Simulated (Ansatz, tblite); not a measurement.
Removing and adding an electron: `CCCCCCCCCCCCO`. Charge 0, multiplicity 1. Geometry: PBE-D4/def2-SVP. Ansatz, gas phase; energy differences of separate SCF runs; the oxidised species was run as a doublet alone; the reduced species was run as a doublet alone.

```
atom    x (Å)    y (Å)    z (Å)
  C1  -2.0854   4.6550  -2.7845
  C2  -2.2392   3.2278  -2.2574
  C3  -1.8480   3.0820  -0.7825
  C4  -2.0739   1.6829  -0.1904
  C5  -1.3014   0.5408  -0.8711
  C6   0.2248   0.7157  -0.9179
  C7   0.9075   0.9015   0.4473
  C8   0.6628  -0.2206   1.4669
  C9   1.1327  -1.6079   1.0181
 C10   0.9606  -2.6833   2.0975
 C11   1.3290  -4.1051   1.6607
 C12   2.8013  -4.3003   1.3191
 O13   3.0101  -5.6737   1.0357
 H14  -1.0363   5.0074  -2.6930
 H15  -2.7202   5.3666  -2.2155
 H16  -2.3711   4.7337  -3.8531
 H17  -1.6262   2.5390  -2.8790
 H18  -3.2923   2.8906  -2.3891
 H19  -2.4285   3.8189  -0.1837
 H20  -0.7824   3.3802  -0.6582
 H21  -3.1605   1.4467  -0.2321
 H22  -1.8199   1.7088   0.8918
 H23  -1.6734   0.4081  -1.9101
 H24  -1.5508  -0.4107  -0.3525
 H25   0.6651  -0.1632  -1.4368
 H26   0.4795   1.5870  -1.5603
 H27   0.5853   1.8669   0.8948
 H28   2.0032   1.0041   0.2822
 H29  -0.4186  -0.2695   1.7270
 H30   1.1793   0.0431   2.4165
 H31   2.1999  -1.5430   0.7081
 H32   0.5758  -1.9231   0.1075
 H33  -0.0981  -2.6793   2.4378
 H34   1.5607  -2.4028   2.9935
 H35   0.7221  -4.4065   0.7785
 H36   1.0781  -4.8265   2.4675
 H37   3.0801  -3.6551   0.4489
 H38   3.4242  -3.9515   2.1837
 H39   3.9440  -5.7843   0.7837
```

The xTB rows come from tblite. HOMO above LUMO, or a gap near zero within one spin, warns that the state may not be the lowest or that an electron is smeared out.

```json
{"level": "GFN1-xTB", "−HOMO (eV)": "12.28", "vertical IE (eV)": "14.20", "−LUMO (eV)": "3.81", "vertical EA (eV)": "2.00", "HOMO–LUMO gap (eV)": "8.47", "IE − EA (eV)": "12.20", "remarks": "–"}
{"level": "PBE0-D4/def2-SVP", "−HOMO (eV)": "7.51", "vertical IE (eV)": "9.46", "−LUMO (eV)": "-1.48", "vertical EA (eV)": "-2.59", "HOMO–LUMO gap (eV)": "8.99", "IE − EA (eV)": "12.06", "remarks": "HOMO above zero (-1 doublet)"}
```

Estimate the rows for GFN2-xTB, PBE-D4/def2-SVP.


| level | −HOMO (eV) | vertical IE (eV) | −LUMO (eV) | vertical EA (eV) | HOMO–LUMO gap (eV) | IE − EA (eV) | remarks |
| --- | --- | --- | --- | --- | --- | --- | --- |
| GFN2-xTB | 11.03 | 12.83 | -0.75 | -2.91 | 11.78 | 15.74 | – |
| PBE-D4/def2-SVP | 5.74 | – | -0.63 | -2.11 | 6.36 | – | HOMO above zero (-1 doublet), gap within one spin near zero (-1 doublet) |

Run but left out: PBE-D4/def2-SVP (charge +1 doublet: an occupied level 0.01 eV above an empty one).   A HOMO above zero means that the electron is unbound at that level or that self-interaction error raises the level; the energy of removing that electron tells which. Raw xTB energy differences between charge states are shifted by several eV; the methods need an empirical correction for them. Sets without diffuse functions give affinities that are too small. A negative affinity means that the extra electron isn't bound; its size then hangs on the basis.
